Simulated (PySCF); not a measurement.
SMILES [GeH3][SiH]([GeH3])[GeH3] (H10Ge3Si) (PBE0/def2-SVP optimised geometry):

```
14

Si     0.281     0.776     0.000
Ge    -2.107     0.776     0.000
Ge     1.111    -1.463    -0.033
Ge     1.111     1.941     1.912
H      0.759     1.480    -1.234
H     -2.633     0.056     1.258
H     -2.652     2.217     0.000
H     -2.652     0.045    -1.243
H      0.597    -2.217    -1.275
H      2.652    -1.472    -0.056
H      0.638    -2.217     1.225
H      0.638     1.240     3.200
H      0.597     3.393     1.930
H      2.652     1.965     1.908
```

Level of theory: PBE0/def2-TZVP (PySCF).

What are the frontier orbital energies and the dipole moment?

HOMO-2 -8.94 eV, HOMO-1 -7.91 eV, HOMO -7.91 eV, LUMO -0.19 eV, LUMO+1 -0.15 eV; dipole moment 0.14 D.

On the same geometry PBE/def2-TZVP in PySCF gives HOMO-2 -7.72 eV, HOMO-1 -6.87 eV, HOMO -6.87 eV, LUMO -1.00 eV, LUMO+1 -0.93 eV; dipole moment 0.12 D.

Meta-Löwdin charges at PBE0/def2-TZVP: Si1 0.08, Ge2 0.12, Ge3 0.12, Ge4 0.12, H5 -0.05, H6 -0.04, H7 -0.04, H8 -0.04, H9 -0.04, H10 -0.04, H11 -0.04, H12 -0.04, H13 -0.04, H14 -0.04.
